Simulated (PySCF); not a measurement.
Cl₃HSZr, SMILES [Cl][Zr]([Cl])([Cl])[SH], multiplicity 1.

Coordinates come from a B3LYP-D3(BJ)/def2-SVP optimisation. The spin state was assumed, not searched. The structure was generated by enumeration; whether it is a known compound was not checked. The def2 effective core potentials stand for the cores of Zr; spin–orbit coupling is left out. One conformer was computed; it need not be the lowest.

The numbers are results of ωB97X/def2-TZVP run with PySCF, not measurements.

The molecule is in vacuum.

* **total energy**: -1826.78214 hartree
* **point group**: Cs
* **highest occupied level**: -10.63 eV
* **lowest empty level**: -0.83 eV
* **orbital gap**: 9.81 eV
* **dipole moment**: 0.67 D
* **quadrupole, principal values (traceless, Buckingham form, about the centre of nuclear charge)**: -3.19, -2.72, 5.90 D·Å
* **mean static polarisability**: 96.2 bohr³ (14.25 Å³)
* **polarisability, principal values**: 91.8, 95.3, 101.4 bohr³
